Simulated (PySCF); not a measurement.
InP (SMILES [P]=[In]), triplet, geometry from GFN2-xTB (such geometries of metal compounds can be far from the true shape) (all electrons, no relativity); X3LYP/3-21G (PySCF).

Input for PySCF:
```python
from pyscf import gto, scf, dft

mol = gto.M(
    atom='''
In   -0.000000   -0.000000   -0.613897
P     0.000000    0.000000    2.005398
''',
    basis='3-21g',
    charge=0,
    spin=2,
    verbose=4,
)

mf = dft.UKS(mol)
mf.xc = 'x3lyp'
mf.kernel()
```

Output, abridged:

```
PySCF version 2.14.0

[INPUT] verbose = 4
[INPUT] num. atoms = 2
[INPUT] num. electrons = 64
[INPUT] charge = 0
[INPUT] spin (= nelec alpha-beta = 2S) = 2
[INPUT] symmetry False subgroup None
[INPUT] Mole.unit = angstrom
[INPUT] Symbol           X                Y                Z      unit          X                Y                Z       unit  Magmom
[INPUT]  1 In     0.000000000000   0.000000000000  -0.613897000000 AA    0.000000000000   0.000000000000  -1.160097198692 Bohr   0.0
[INPUT]  2 P      0.000000000000   0.000000000000   2.005398000000 AA    0.000000000000   0.000000000000   3.789652990751 Bohr   0.0

nuclear repulsion = 148.492342415116
number of shells = 20
number of NR pGTOs = 108
number of NR cGTOs = 44
basis = 3-21g
ecp = {}

******** <class 'pyscf.dft.uks.UKS'> ********
method = UKS
initial guess = minao
damping factor = 0
level_shift factor = 0
DIIS = <class 'pyscf.scf.diis.CDIIS'>
diis_start_cycle = 1
diis_space = 8
diis_damp = 0
SCF conv_tol = 1e-09
SCF conv_tol_grad = None
SCF max_cycles = 50
direct_scf = True
direct_scf_tol = 1e-13
number electrons alpha = 33  beta = 31
XC library pyscf.dft.libxc version 7.1.2
    S. Lehtola, C. Steigemann, M. J. T. Oliveira, and M. A. L. Marques,  SoftwareX 7, 1–5 (2018)
XC functionals = x3lyp
    X. Xu and W. A. Goddard,  Proc. Natl. Acad. Sci. U. S. A. 101, 2673 (2004)
radial grids:
    Treutler-Ahlrichs [JCP 102, 346 (1995); DOI:10.1063/1.469408] (M4) radial grids

becke partition: Becke, JCP 88, 2547 (1988); DOI:10.1063/1.454033
pruning grids: <function nwchem_prune>
grids dens level: 3
symmetrized grids: False
atomic radii adjust function: <function treutler_atomic_radii_adjust>
small_rho_cutoff = 0
Set gradient conv threshold to 3.16228e-05
tot grids = 41056
init E= -6044.6930241451

cycle= 1 E= -6056.57344165357  delta_E= -11.9  |g|= 0.177  |ddm|= 1.13
cycle= 2 E= -6056.04605927388  delta_E= 0.527  |g|= 0.678  |ddm|= 1.36
cycle= 3 E= -6056.61842455313  delta_E= -0.572  |g|= 0.0439  |ddm|= 1.01
cycle= 4 E= -6056.62083562308  delta_E= -0.00241  |g|= 0.012  |ddm|= 0.076
cycle= 5 E= -6056.62112061607  delta_E= -0.000285  |g|= 0.00163  |ddm|= 0.0378
cycle= 6 E= -6056.62114671768  delta_E= -2.61e-05  |g|= 0.000832  |ddm|= 0.0134
cycle= 7 E= -6056.62115685607  delta_E= -1.01e-05  |g|= 0.000338  |ddm|= 0.0124
cycle= 8 E= -6056.62115749065  delta_E= -6.35e-07  |g|= 6.48e-05  |ddm|= 0.00294
cycle= 9 E= -6056.62115751743  delta_E= -2.68e-08  |g|= 1.55e-05  |ddm|= 0.000648
cycle= 10 E= -6056.62115751799  delta_E= -5.67e-10  |g|= 4.48e-06  |ddm|= 8.5e-05
Extra cycle  E= -6056.6211575179  delta_E= 9e-11  |g|= 1.02e-05  |ddm|= 2.6e-05
converged SCF energy = -6056.6211575179  <S^2> = 2.0236769  2S+1 = 3.0157433
```
